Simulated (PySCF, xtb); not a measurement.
Si(F)2(OH)(NH2) (F2H3NOSi), SMILES N[Si](O)(F)F.

GFN2-xTB in xtb at its own geometry gives an orbital gap of 8.33 eV and a dipole moment of 2.67 D.

Coordinates come from a r2SCAN-D4/def2-SVP optimisation. One conformer was computed; it need not be the lowest.

Q: What does PBE0/def2-TZVP run with PySCF give? (Estimate from the structure and the level; the computed values follow.)

A: gap 8.76 eV (levels -8.32 and 0.44 eV), dipole 1.80 D.
